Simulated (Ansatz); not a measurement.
A nudged elastic band was laid between two geometries of GeH3S (5 atoms, charge 0, multiplicity 2).

Computed with UHF/def2-mTZVP (Ansatz).

- movable images: 1
- climbing image: no
- spring: 5.0 eV/Å²
- optimiser: quadratic models (default)
- start path: through a guess of the saddle point
- force threshold: 0.03 eV/Å
- iteration limit: 60
- end points: relaxed

Image 0:

```xyz
5
Properties=species:S:1:pos:R:3
S 1.135 -0.847 0.602
Ge -0.397 0.667 -0.003
H 0.282 -1.794 1.007
H -1.371 0.070 -1.038
H 0.401 1.831 -0.610
```

Image 2:

```xyz
5
Properties=species:S:1:pos:R:3
S 1.817 -0.972 -0.391
Ge -0.127 0.065 0.009
H -0.640 -0.526 1.325
H -1.109 -0.213 -1.130
H 0.109 1.571 0.146
```

(1) Which bonds break or form, and what moves?

(2) What energy profile does the band end with?

(3) What is the geometry of the highest image?

Answers

(1) Bonds broken: S1–H3. Bonds formed: Ge2–H3.

(2) The forces met the threshold. The highest image is number 1 of 0 to 2, 12.3 kcal/mol above the first end and 15.6 kcal/mol above the last; the last end lies 3.4 kcal/mol below the first. No image climbed, so the highest image needn't sit at the top of the path. A band with more images between the same ends climbed to 1.78 eV, so this one has probably stepped over the top. So few images can step over the top or miss a turn of the path.

```csv
image,path coordinate (Å),energy (kcal/mol),S1–H3 (Å),Ge2–H3 (Å)
0,0.00,0.0,1.34,2.75
1,2.07,12.3,1.40,2.28
2,4.15,-3.4,3.03,1.53
```

(3) 
```xyz
5
Properties=species:S:1:pos:R:3:forces:R:3
S 0.895 -1.329 0.353 -0.17 0.87 1.09
Ge -0.676 0.101 -0.251 -0.37 0.43 -0.02
H 0.879 -0.356 1.356 0.85 -1.65 -0.53
H -1.164 0.169 -1.698 0.19 -0.15 -0.24
H 0.116 1.341 0.199 -0.49 0.49 -0.29
```

The run took 66 s on 1 thread of Intel(R) Xeon(R) Processor @ 2.50GHz (Skylake/Cascade Lake) (shared host), peak memory 0.17 GiB.
